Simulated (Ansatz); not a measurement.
Geometry optimisation, RKS B3LYP/def2-SVP in Ansatz.

The input (input.yaml):

```yaml
crystal:
  periodic: [false, false, false]
  atoms:
    - { symbol: B, position_ang: [0.0, 0.0, 0.0] }
    - { symbol: O, position_ang: [0.0, 0.0, 1.41] }
    - { symbol: H, position_ang: [-0.9095, -0.2814, 1.7471] }
    - { symbol: Cl, position_ang: [1.6108, 0.0, -0.93] }
    - { symbol: O, position_ang: [-1.2211, 0.0, -0.705] }
    - { symbol: H, position_ang: [-1.7308, -0.8467, -0.4965] }
basis:
  gaussian: { orbitals: def2-SVP }
hamiltonian:
  xc: b3lyp
relax:
  f_tol: 0.02
  max_steps: 40
```

Launched with:

```bash
$ ansatz run input.yaml --threads 1 --pin off --max-ram 2048MiB --backend cpu --events-out ev --progress --plain --runs-dir out
```

Question: Where does it end, and by what steps?

Answer: It converged. After 5 steps the energy has fallen by 0.558 eV; O5 moved furthest, 0.41 Å.

```csv
step,energy less start (eV),largest force component (eV/Å),accepted
0,0.0000,1.899,yes
1,-0.2562,2.469,yes
2,-0.3803,1.776,yes
3,-0.5326,0.412,yes
4,-0.5393,0.514,yes
5,-0.5579,0.014,yes
```

```xyz
6
Properties=species:S:1:pos:R:3
B 0.005 -0.113 -0.026
O -0.002 -0.076 1.332
H -0.855 -0.244 1.752
Cl 1.558 0.192 -0.827
O -1.061 -0.360 -0.830
H -1.896 -0.527 -0.375
```

Whether the end is a true minimum wasn't checked by a vibrational analysis.

Run time: 21 s on 1 thread of AMD EPYC 7R43 64-Core Processor (Zen 3) (shared host), peak memory 0.15 GiB.
